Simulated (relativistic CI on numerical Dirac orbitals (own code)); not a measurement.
Electric-dipole transitions in Fe5+

Computed by Dirac-Coulomb-Breit CI, orbitals from a KLI potential per configuration, a model potential for QED, valence Slater integrals scaled by 0.85, P86 correlation energy added to each configuration (own radial code, finite nucleus).

Configuration list (outside the closed core [Ne]): 3s2 3p6 3d3, 3s2 3p6 3d2 4s, 3s2 3p5 3d4, 3s2 3p6 3d2 4p, 3s2 3p6 3d2 4d, 3s 3p6 3d4, 3s2 3p6 3d2 5s, 3s2 3p6 3d2 4f, 3s2 3p6 3d2 5p, 3s2 3p6 3d2 5d, 3s2 3p6 3d2 5f, 3s2 3p6 3d2 5g, 3s2 3p6 3d 4s 4p, 3s2 3p5 3d3 4s, 3s2 3p6 3d 4s2, 3s2 3p6 4s2 4p, 3s2 3p6 4s2 4d, 3s2 3p6 4s2 5s. Double excitations out of closed p, d and f shells are left out; levels of such configurations are missing from the list, as are those of other unlisted configurations, and high levels can miss mixing partners.

| λ vac (Å) | Lower | Upper | A (s⁻¹) | E lower (cm⁻¹) | E upper (cm⁻¹) |
| --- | --- | --- | --- | --- | --- |
| 287.88 | 3s2 3p6 3d3 4F_9/2 [4] | 3s2 3p6 3d2 4p 2F°_7/2 [50] | 4.35e+09 | 1930 | 349294 |
| 288.21 | 3s2 3p6 3d3 4F_7/2 [3] | 3s2 3p6 3d2 4p 4D°_5/2 [48] | 5.66e+09 | 1145 | 348120 |
| 289.35 | 3s2 3p6 3d3 4F_9/2 [4] | 3s2 3p6 3d2 4p 4D°_7/2 [47] | 4.86e+09 | 1930 | 347533 |
| 290.40 | 3s2 3p6 3d3 4F_9/2 [4] | 3s2 3p6 3d2 4p 4F°_9/2 [42] | 8.89e+09 | 1930 | 346281 |
| 290.63 | 3s2 3p6 3d3 4F_7/2 [3] | 3s2 3p6 3d2 4p 4F°_7/2 [41] | 8.64e+09 | 1145 | 345221 |
| 290.70 | 3s2 3p6 3d3 2G_9/2 [9] | 3s2 3p6 3d2 4p 2F°_7/2 [60] | 9.73e+09 | 20294 | 364289 |
| 290.93 | 3s2 3p6 3d3 4F_5/2 [2] | 3s2 3p6 3d2 4p 4F°_5/2 [39] | 8.17e+09 | 493 | 344222 |
| 291.17 | 3s2 3p6 3d3 4F_3/2 [1] | 3s2 3p6 3d2 4p 4F°_3/2 [37] | 8.89e+09 | 0 | 343439 |
| 291.39 | 3s2 3p6 3d3 2G_7/2 [8] | 3s2 3p6 3d2 4p 2F°_5/2 [57] | 1.09e+10 | 19629 | 362814 |
| 293.41 | 3s2 3p6 3d3 2H_9/2 [12] | 3s2 3p6 3d2 4p 2G°_7/2 [66] | 1.23e+10 | 26940 | 367764 |
| 293.69 | 3s2 3p6 3d3 2H_11/2 [13] | 3s2 3p6 3d2 4p 2G°_9/2 [67] | 1.17e+10 | 27392 | 367892 |
| 299.53 | 3s2 3p6 3d3 2G_9/2 [9] | 3s2 3p6 3d2 4p 2G°_9/2 [53] | 4.84e+09 | 20294 | 354149 |
| 302.60 | 3s2 3p6 3d3 2F_7/2 [16] | 3s2 3p6 3d2 4p 2D°_5/2 [72] | 1.32e+10 | 44452 | 374924 |
| 306.04 | 3s2 3p6 3d3 2H_11/2 [13] | 3s2 3p6 3d2 4p 2G°_9/2 [53] | 7.58e+09 | 27392 | 354149 |
| 306.58 | 3s2 3p6 3d3 2H_9/2 [12] | 3s2 3p6 3d2 4p 2G°_7/2 [52] | 7.09e+09 | 26940 | 353114 |
| 786.54 | 3s2 3p6 3d2 4p 4F°_7/2 [41] | 3s2 3p6 3d2 4d 4F_7/2 [183] | 3.19e+09 | 345221 | 472360 |
| 788.83 | 3s2 3p6 3d2 4p 4F°_9/2 [42] | 3s2 3p6 3d2 4d 4F_9/2 [184] | 3.28e+09 | 346281 | 473051 |
| 862.49 | 3s2 3p6 3d2 4p 4G°_5/2 [36] | 3s2 3p6 3d2 4d 4H_7/2 [144] | 3.96e+09 | 342499 | 458442 |
| 865.70 | 3s2 3p6 3d2 4p 4G°_7/2 [38] | 3s2 3p6 3d2 4d 4H_9/2 [148] | 3.82e+09 | 343665 | 459178 |
| 870.20 | 3s2 3p6 3d2 4p 4G°_9/2 [40] | 3s2 3p6 3d2 4d 4H_11/2 [155] | 4.22e+09 | 345061 | 459978 |
| 870.41 | 3s2 3p6 3d2 4p 2G°_9/2 [53] | 3s2 3p6 3d2 4d 2H_11/2 [177] | 5.32e+09 | 354149 | 469037 |
| 872.57 | 3s2 3p6 3d2 4p 2G°_7/2 [52] | 3s2 3p6 3d2 4d 2H_9/2 [170] | 5.20e+09 | 353114 | 467718 |
| 877.95 | 3s2 3p6 3d2 4p 4G°_11/2 [44] | 3s2 3p6 3d2 4d 4H_13/2 [156] | 5.55e+09 | 346830 | 460732 |
| 878.50 | 3s2 3p6 3d2 4p 4F°_3/2 [37] | 3s2 3p6 3d2 4d 4G_5/2 [140] | 2.69e+09 | 343439 | 457269 |
| 879.97 | 3s2 3p6 3d2 4p 4F°_5/2 [39] | 3s2 3p6 3d2 4d 4G_7/2 [141] | 2.97e+09 | 344222 | 457863 |
| 882.62 | 3s2 3p6 3d2 4p 4F°_7/2 [41] | 3s2 3p6 3d2 4d 4G_9/2 [145] | 3.56e+09 | 345221 | 458521 |
| 884.49 | 3s2 3p6 3d2 4p 4F°_9/2 [42] | 3s2 3p6 3d2 4d 4G_11/2 [151] | 4.12e+09 | 346281 | 459341 |
| 896.79 | 3s2 3p6 3d2 4p 2F°_7/2 [50] | 3s2 3p6 3d2 4d 4D_7/2 [157] | 2.27e+09 | 349294 | 460803 |
| 896.96 | 3s2 3p6 3d2 4p 2D°_5/2 [65] | 3s2 3p6 3d2 4d 2F_7/2 [198] | 3.04e+09 | 367140 | 478628 |
| 1187.2 | 3s2 3p6 3d2 4s 2G_7/2 [34] | 3s2 3p6 3d2 4p 2F°_5/2 [78] | 1.28e+09 | 296827 | 381060 |
| 1202.3 | 3s2 3p6 3d2 4s 2G_9/2 [33] | 3s2 3p6 3d2 4p 2F°_7/2 [77] | 1.13e+09 | 296809 | 379979 |
| 1254.5 | 3s2 3p6 3d2 4s 2G_9/2 [33] | 3s2 3p6 3d2 4p 2H°_11/2 [74] | 1.24e+09 | 296809 | 376522 |
| 1278.4 | 3s2 3p6 3d2 4s 2F_5/2 [24] | 3s2 3p6 3d2 4p 2G°_7/2 [52] | 1.06e+09 | 274893 | 353114 |
| 1279.6 | 3s2 3p6 3d2 4s 2G_7/2 [34] | 3s2 3p6 3d2 4p 2H°_9/2 [73] | 1.17e+09 | 296827 | 374974 |
| 1285.9 | 3s2 3p6 3d2 4s 2F_7/2 [25] | 3s2 3p6 3d2 4p 2G°_9/2 [53] | 1.09e+09 | 276383 | 354149 |
| 1292.0 | 3s2 3p6 3d2 4s 4P_5/2 [30] | 3s2 3p6 3d2 4p 4D°_7/2 [64] | 9.42e+08 | 289476 | 366876 |
| 1294.4 | 3s2 3p6 3d2 4s 4F_7/2 [22] | 3s2 3p6 3d2 4p 4F°_9/2 [42] | 4.63e+08 | 269027 | 346281 |
| 1299.3 | 3s2 3p6 3d2 4s 2D_5/2 [26] | 3s2 3p6 3d2 4p 2F°_7/2 [60] | 9.31e+08 | 287325 | 364289 |
| 1301.3 | 3s2 3p6 3d2 4s 4F_9/2 [23] | 3s2 3p6 3d2 4p 4G°_11/2 [44] | 1.10e+09 | 269983 | 346830 |
| 1310.6 | 3s2 3p6 3d2 4s 4F_9/2 [23] | 3s2 3p6 3d2 4p 4F°_9/2 [42] | 6.21e+08 | 269983 | 346281 |
| 1315.2 | 3s2 3p6 3d2 4s 4F_7/2 [22] | 3s2 3p6 3d2 4p 4G°_9/2 [40] | 6.21e+08 | 269027 | 345061 |
| 1326.6 | 3s2 3p6 3d2 4s 4F_5/2 [21] | 3s2 3p6 3d2 4p 4G°_7/2 [38] | 6.01e+08 | 268282 | 343665 |
| 1338.2 | 3s2 3p6 3d2 4s 4F_3/2 [20] | 3s2 3p6 3d2 4p 4G°_5/2 [36] | 6.71e+08 | 267771 | 342499 |
| 1406.8 | 3s2 3p6 3d2 4s 2G_9/2 [33] | 3s2 3p6 3d2 4p 2G°_9/2 [67] | 8.49e+08 | 296809 | 367892 |
| 1409.7 | 3s2 3p6 3d2 4s 2G_7/2 [34] | 3s2 3p6 3d2 4p 2G°_7/2 [66] | 7.47e+08 | 296827 | 367764 |

Terms are leading LS components. Brackets give the number of a level in order of energy, since labels repeat. The list gives strong lines, with weight on those to low levels, without lines whose two gauges differ by over a factor of 2.5, among the lowest 200 of 1011 levels, so that lines to higher ones, which can be the strongest, are missing. Levels whose partners in the same complex of configurations lie outside the list can be far off, and so can their lines. Rates are taken at the computed energies, electric ones in the length gauge.

At this charge configurations can still be misplaced by up to about 7 % of their energy. 48 of the 48 excited levels that our extract of the measured tables holds in this range could be paired (the sources list more); they are missed by 3556 cm⁻¹ on average and 6665 at most, and levels without a partner can miss by more.

Q: From the table, what is the radiative lifetime of 3s2 3p6 3d2 4p 4F°_9/2?

A: The listed rates from this level add up to about 9.97e+09 s⁻¹, 97 % of its decay; with all channels τ = 9.76e-11 s.
